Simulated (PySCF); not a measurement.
PySCF 2.14 output of an unrestricted TPSS calculation on a single atom or ion in x2c-TZVPPall with one added diffuse shell each of s, p, d, f type (12s8p8d4f1g, 113 functions), with the spin-free X2C one-electron Hamiltonian (Gaussian nucleus):

```
SCF conv_tol = 1e-09
number electrons alpha = 36  beta = 34
    J. Tao, J. P. Perdew, V. N. Staroverov, and G. E. Scuseria.,  Phys. Rev. Lett. 91, 146401 (2003)
    J. P. Perdew, J. Tao, V. N. Staroverov, and G. E. Scuseria.,  J. Chem. Phys. 120, 6898 (2004)
    J. Tao, J. P. Perdew, V. N. Staroverov, and G. E. Scuseria.,  Phys. Rev. Lett. 91, 146401 (2003)
    J. P. Perdew, J. Tao, V. N. Staroverov, and G. E. Scuseria.,  J. Chem. Phys. 120, 6898 (2004)
cycle= 1 E= -15077.3190475369  delta_E= -0.0237  |g|= 0.405  |ddm|= 0.573
cycle= 2 E= -15077.3081539905  delta_E= 0.0109  |g|= 0.51  |ddm|= 0.783
cycle= 3 E= -15077.3356251375  delta_E= -0.0275  |g|= 0.00679  |ddm|= 0.541
cycle= 4 E= -15077.3371201784  delta_E= -0.0015  |g|= 0.0205  |ddm|= 0.547
cycle= 5 E= -15077.3355251573  delta_E= 0.0016  |g|= 0.00119  |ddm|= 0.464
cycle= 6 E= -15077.335543446  delta_E= -1.83e-05  |g|= 0.0023  |ddm|= 0.0699
cycle= 7 E= -15077.3355250843  delta_E= 1.84e-05  |g|= 0.00106  |ddm|= 0.0301
cycle= 8 E= -15077.3355221296  delta_E= 2.95e-06  |g|= 0.000161  |ddm|= 0.0161
cycle= 9 E= -15077.3355220781  delta_E= 5.15e-08  |g|= 8.47e-05  |ddm|= 0.00132
cycle= 10 E= -15077.335522046  delta_E= 3.21e-08  |g|= 1.21e-05  |ddm|= 0.00219
cycle= 11 E= -15077.3355220455  delta_E= 5.48e-10  |g|= 1.14e-06  |ddm|= 0.000225
converged SCF energy = -15077.3355220455  <S^2> = 2.0007499  2S+1 = 3.0004999
```

The run itself started from symmetry-adapted Hartree-Fock orbitals and held the occupation by maximum overlap, on a logarithmic radial grid, so the iterations belong to that start.

**Question.** Which element, charge and spin multiplicity is this?

**Answer.** Hf²⁺ (hafnium, charge +2), multiplicity 3; the state was [Xe] 4f14 5d1 6s1, high-spin 3D determinant (an excited configuration).

Spin-orbit coupling, absent here, splits the open shell strongly.
